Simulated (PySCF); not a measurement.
Shapes and spin states of MoOBr

Method: PBE0 in PySCF with Mo def2-TZVP with ECP28, O def2-TZVP, Br def2-TZVP; scalar-relativistic core potentials, no spin–orbit coupling; density-fitted integrals.

Relaxations began from a few typed shapes and spin states; open shells are unrestricted. The search is not exhaustive: other isomers or separated fragments can lie lower, and high-lying points may rest on an excited occupation.

```csv
spin,group,bonds,angles,imaginary modes (cm⁻¹),ΔE (kJ/mol),ΔE with ZPE (kJ/mol)
quartet,Cs,"Mo–Br 2.430 Å, Mo–O 1.664 Å",Br–Mo–O 136.2°,none,0.0,0.0
quartet,C∞v,"Mo–Br 2.471 Å, Mo–O 1.682 Å",Br–Mo–O 180.0°,"130i, 130i",20.5,–
broken-symmetry Ms = 1/2 (⟨S²⟩ 1.59),Cs,"Mo–Br 2.437 Å, Mo–O 1.652 Å",Br–Mo–O 134.2°,none,54.2,54.3
```

The lowest minimum found is the quartet Cs: Mo–Br 2.430 Å, Mo–O 1.664 Å; Br–Mo–O 136.2°.

Formally Mo is in oxidation state +3, d3, with 3 unpaired electrons (the high-spin count). The Mulliken spin on Mo is 3.17. The polar-tensor charge on Mo, 1.21, is far below the formal one.

For the lowest minimum: other spin states or occupations of the open shell can lie lower.
